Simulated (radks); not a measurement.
Spherical quantum dot in the effective-mass picture: electrons in a well V = -V0 / (1 + exp((r - R)/a)) with V0 = 5.06, R = 11.1, a = 1.3, all in effective atomic units (hartree* = m*/eps^2 hartree, bohr* = eps/m* bohr), one dielectric constant everywhere. Method: non-relativistic Kohn-Sham, LDA (Slater exchange, Perdew-Wang correlation), spin-polarised, spherical densities; computed with a radial shooting solver with Libxc functionals. Levels are named by radial order and angular momentum (1s, 1p, 1d, 2s, ...), and open shells are averaged over m.

N = 6, configuration 1s2 1p(up 3, down 1). This is the lowest configuration that the search found (a dilute case). Occupied and some empty levels:

level,occupation,eigenvalue (hartree*),<r> (bohr*)
1s up,1,-4.0883,5.214
1s down,1,-4.0706,5.213
1p up,3,-4.0423,5.636
1p down,1,-4.0244,5.657
1d up,0,-3.9709,5.992
1d down,0,-3.9535,6.020
1f up,0,-3.8798,6.300
2s up,0,-3.8710,4.483
1f down,0,-3.8632,6.330
2s down,0,-3.8592,4.470

Energy (hartree*): total -27.0161, kinetic 0.55636, external -29.690, Hartree 2.9595, exchange-correlation -0.84242.

Electron density:

r (bohr*),n(r) (e/bohr*^3)
0.798,0.001293
1.65,0.001814
2.51,0.002684
3.37,0.003760
4.22,0.004645
5.08,0.004751
5.93,0.003745
6.79,0.002096
7.65,0.0007633
8.50,0.0001655
9.36,0.00001965
10.2,1.179e-06
11.1,3.802e-08
